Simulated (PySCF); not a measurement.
# Working out the ionisation energy of Tc

Tc [Kr] 4d5 5s2 (6S) → Tc⁺ [Kr] 4d5 5s1 (7S). Computed with PySCF 2.14 in x2c-SVPall, with scalar relativity by spin-free X2C-1e. Frozen: [Kr]. Energies in hartree (1 hartree = 27.21139 eV):

```tsv
part	Tc (lower)	Tc⁺ (upper)
UHF	-4282.647993	-4282.443369
MP2 opposite-spin	-0.033782	0.000000
MP2 same-spin	-0.059100	-0.059378
```

Task: What does Hartree-Fock give?

Result: (-4282.443369) − (-4282.647993) = 0.204624 hartree = 5.568 eV.

Task: What do MP2 and SCS-MP2 (6/5 opposite-spin, 1/3 same-spin) give?

Result: The opposite-spin parts differ by 0.919 eV and the same-spin parts by -0.008 eV. MP2: 5.568 + (0.919) + (-0.008) = 6.479 eV. SCS-MP2: 5.568 + 1.2 × (0.919) + (-0.008)/3 = 6.668 eV.

Measured between the centres of the two terms (NIST): 7.119 eV, so MP2 (valence) is off by -0.640 eV.

A double-zeta basis recovers only part of the correlation energy.

What remains against the reference includes basis incompleteness, the frozen core and correlation beyond second order.
